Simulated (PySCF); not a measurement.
A species of formula C6H7FO has this rotational fingerprint, computed with PBE0/def2-SVPD in PySCF (dipole) on a GFN2-xTB geometry, gas phase:

* Rotational constants: A = 3695, B = 1196, C = 930.5 MHz
* Dipole components: |μa| = 0.84 D, |μb| = 1.73 D, |μc| = 0.85 D
* Inertial defect: -16.35 u·Å²
* κ: -0.81

Question: Which candidate fits, each taken in the one conformer that was computed?
A. `[CH2:1]=[CH:2]/[C:3](=[CH:4]/[CH3:5])[C:6](=[O:7])[F:8]` with C1–C2–C3–C4 158°, C2–C3–C6–O7 151°
B. `[CH3:1][CH2:2][c:3]1[o:4][cH:5][cH:6][c:7]1[F:8]` with C1–C2–C3–O4 -84°
C. `[CH2:1]=[CH:2][C:3](=[CH2:4])[O:5]/[CH:6]=[CH:7]\[F:8]` with C1–C2–C3–C4 180°, C2–C3–O5–C6 -160°, C3–O5–C6–C7 -163°

Answer: C. It is C=CC(=C)O/C=C\F, an asymmetric top, point group C1. The candidates at the same level (rigid rotor, commonest isotopes):

| SMILES | A (MHz) | B (MHz) | C (MHz) | μa (D) | μb (D) | μc (D) | Δ (u·Å²) | point group | rotor |
| --- | --- | --- | --- | --- | --- | --- | --- | --- | --- |
| CCc1occc1F | 3037 | 1897 | 1277 | 0.10 | 0.94 | 0.06 | -37.03 | C1 | asymmetric top |
| C=CC(=C)O/C=C\F | 3695 | 1196 | 930.5 | 0.84 | 1.73 | 0.85 | -16.35 | C1 | asymmetric top |
| C=C/C(=C/C)C(=O)F | 2829 | 1819 | 1187 | 0.72 | 3.27 | 0.26 | -30.81 | C1 | asymmetric top |

`C=C/C(=C/C)C(=O)F` has B 52 % too high; `CCc1occc1F` has B 59 % too high. No structure here is proved a minimum.
